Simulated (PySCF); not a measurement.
`[GeH3][O][GeH2][BH2]`. Method: PBE0-D3(BJ)/def2-SVP geometry optimisation, gas phase in PySCF.

```
atom  x, y, z in Å
B1     2.2317    0.6400   -0.4276
Ge2    1.2531   -0.9705    0.4001
O3    -0.5095   -0.9604    0.1082
Ge4   -1.5759    0.4012   -0.2848
H5     1.6421    1.5622   -0.9390
H6     3.4384    0.6873   -0.3896
H7     1.4696   -0.9800    1.9340
H8     1.7536   -2.3163   -0.1635
H9    -1.3638    0.8147   -1.7557
H10   -3.0085   -0.1044   -0.0583
H11   -1.2576    1.5960    0.6415
```

Problem. Which two atoms are farthest apart?

Solution. H6···H10, 6.50 Å; the next longest distance is 5.31 Å.

Problem. What is the repulsion energy of the bare nuclei, Σ ZA·ZB/RAB?

Solution. 507.74 Eh over 55 pairs, with full nuclear charges and distances in bohr; the largest single term is 168.40 Eh (Ge2 with Ge4).

Problem. How far are the heavy atoms from their best plane (unweighted least squares)?

Solution. 0.091 Å rms; B1 0.04, Ge2 0.11, O3 0.13, Ge4 0.06 Å (magnitudes).

Problem. Work out the bond lengths B1–Ge2, B1–H5, B1–H6, Ge2–O3, Ge2–H7, Ge2–H8, O3–Ge4, Ge4–H9 in Å.

Solution. For B1–Ge2 the difference vector is (-0.9786, -1.6105, 0.8277) Å, of length 2.0583 Å. B1–Ge2 2.058; B1–H5 1.208; B1–H6 1.208; Ge2–O3 1.787; Ge2–H7 1.549; Ge2–H8 1.543; O3–Ge4 1.774; Ge4–H9 1.543 Å.

Problem. Give the dihedral angles Ge2–O3–Ge4–H10, H8–Ge2–O3–Ge4, H6–B1–Ge2–H7, B1–Ge2–O3–Ge4.

Solution. Ge2–O3–Ge4–H10 -165° (antiperiplanar); H8–Ge2–O3–Ge4 -146° (anticlinal); H6–B1–Ge2–H7 66° (synclinal); B1–Ge2–O3–Ge4 -22° (synperiplanar). Dihedral signs follow IUPAC: positive where, seen along the central bond, the front bond turns clockwise onto the rear one.

Problem. Write the matrix of distances between heavy atoms (Å, lower triangle).

Solution. 
```
B1    0.000
Ge2   2.058  0.000
O3    3.219  1.787  0.000
Ge4   3.818  3.218  1.774  0.000
```

PBE0-D3(BJ)/def2-SVP frequencies: not computed here. One conformer, not necessarily the lowest.
